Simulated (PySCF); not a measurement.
## Computed properties of GeSe, SMILES [Ge]=[Se]

GeSe, SMILES [Ge]=[Se] (connectivity only; charge and spin as stated), neutral, multiplicity 1. Geometry optimised at PBE0-D3(BJ)/def2-TZVP. Other conformers were not sampled. All values are computed for the isolated molecule unless a solvent is named; none is compared with measurement here.

**Structure.** The optimised structure has C∞v symmetry. All 1 harmonic modes at PBE0-D3(BJ)/def2-TZVP (PySCF) are real, so it is a minimum.

**Vibrations.** The strongest infrared lines (harmonic, unscaled, degenerate partners summed) lie at 419 cm⁻¹ (21 km/mol, Ge 52 %, Se 48 %). The softest mode is at 419 cm⁻¹ and the zero-point energy is 0.6 kcal/mol.

**Electronic structure.** CAM-B3LYP/def2-TZVPD (PySCF) places the frontier levels at -8.76 and -1.52 eV, a gap of 7.24 eV, and gives a dipole moment of 2.07 D and a mean polarisability of 60.8 bohr³.

**Excitations.** TDDFT-CAM-B3LYP/def2-TZVPD (PySCF) has S1 at 3.34 eV (372 nm, f = 0.000, dark); the most intense of the 10 singlets computed lies at 7.17 eV (f = 0.25). Strengths of degenerate partners are summed. T1 (TDA) is at 2.76 eV. No vertical singlet excitation falls in the visible range (under 3.1 eV).
